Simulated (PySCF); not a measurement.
C2H12BNSi2.
SMILES: `CB(C)N[SiH2][SiH3]`

Torsions of this conformer, `[CH3:1][B:2]([CH3:3])[NH:4][SiH2:5][SiH3:6]`: C1–B2–N4–Si5 2°, B2–N4–Si5–Si6 68°.

The closed-shell ground state was solved at several levels (PySCF, density fitting, gas phase, non-relativistic). Isolated species at its PBE0-D3(BJ)/def2-SVP geometry (one conformer only).

| level | basis functions | HOMO (eV) | LUMO (eV) | gap (eV) | dipole (D) |
| --- | --- | --- | --- | --- | --- |
| wB97X-D/def2-SVPD | 224 | -9.36 | 1.50 | 10.86 | 0.72 |
| PBE0/pcSseg-1 | 176 | -7.59 | 0.04 | 7.63 | 0.78 |

Task: Estimate the row for B97-2/pcSseg-1, a basis of 176 functions; the other rows only guide the guess.

Result: HOMO -7.35 eV, LUMO 0.05 eV, gap 7.40 eV, dipole 0.77 D.

Task: Over all these levels, which gives the widest orbital gap and which the narrowest?

Result: wB97X-D/def2-SVPD (range-separated hybrid) has the widest, 10.86 eV, and B97-2/pcSseg-1 (global hybrid, 21 % exact exchange) the narrowest, 7.40 eV. Functional and basis both differ between the two, so the spread mixes both effects.

Task: How far do the dipole and the HOMO energy spread over the levels?

Result: The dipole runs from 0.72 to 0.78 D (mean 0.76 D) and the HOMO from -9.36 to -7.35 eV.
